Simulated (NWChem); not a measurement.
Species: CdHOCl; SMILES [OH][Cd][Cl]

```xyz
4

Cd     0.0076     0.2807     0.0000
Cl    -0.0198    -2.0089     0.0000
O     -0.1040     2.2577     0.0000
H      0.8048     2.6180     0.0000
```
Atoms are numbered in this order, from 1.

Program: NWChem. All runs use the structure optimised with PBE-D3(BJ)/def2-SVP. def2 effective core potentials on Cd; no spin-orbit coupling. Ions are spin-unrestricted doublets at the neutral geometry; other ion states weren't tried.

For level PBE/def2-SVP:

| Quantity | Result |
|---|---|
| vertical ionisation energy, ΔSCF (eV) | 9.92 |
| −ε(HOMO) (eV) | 6.39 |

Question: How do the values read with level Hartree-Fock/def2-SVP instead?

Answer: The vertical ionisation energy, ΔSCF (eV) comes out as 8.95 and the −ε(HOMO) (eV) comes out as 11.70.
